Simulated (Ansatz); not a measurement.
Basis-set extrapolation for C$_{9}$H$_{18}$ (`CCCC1CCCCC1`) (PBE0-D4/def2-TZVP geometry, frozen core, the Gaussian-basis code of Ansatz). Multiplicity 1, RHF reference.

|  | def2-TZVPP | def2-QZVPP |
| --- | --- | --- |
| HF | -351.423677 | -351.439808 |
| MP2 correlation | -1.570080 | -1.666243 |
| CCSD(T) correlation | -1.728212 | not run |

Energies in hartree. Use E(X) = E(∞) + A·exp(−7.88·√X) for Hartree–Fock and E(X) = E(∞) + B·X^(−2.97) for correlation, with X = 3 and 4, and add CCSD(T) minus MP2 of the smaller set to the MP2 limit.

Problem. What is the CCSD(T) energy at the basis-set limit?

Solution. HF limit: -351.439808 + (-0.016131) × 0.13774 = -351.44203. MP2 limit: -1.666243 + (-0.096163) × 0.74074 = -1.73747. Higher-order term: -1.728212 − (-1.570080) = -0.15813. Total: -353.33763 hartree, 5.05 eV below CCSD(T)/def2-TZVPP.
